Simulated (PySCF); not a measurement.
Electron correlation in S (sulfur, neutral)

[Ne] 3s1 3p4 4s1, high-spin 5P determinant (an excited configuration). All numbers are calculated (PySCF 2.14, scalar relativity by spin-free X2C-1e, in aug-cc-pCVTZ-DK (8s7p5d3f, 75 functions)). Frozen: 1s2; 14 electrons correlated.

```csv
level,correlation energy (mhartree)
CCSD,-432.46
(T),-16.15
CCSD(T),-448.61
```

Diagnostics: T1 = 0.014, D1 = 0.0491, largest double amplitude 0.191.

The outer electron is Rydberg-like, and this basis confines it to a smaller radius and binds it less than a complete one would. A double-excitation amplitude exceeds 0.15, a sign of near-degeneracy.

Cost of the coupled-cluster step: about 50 core-seconds, for 14 correlated electrons.
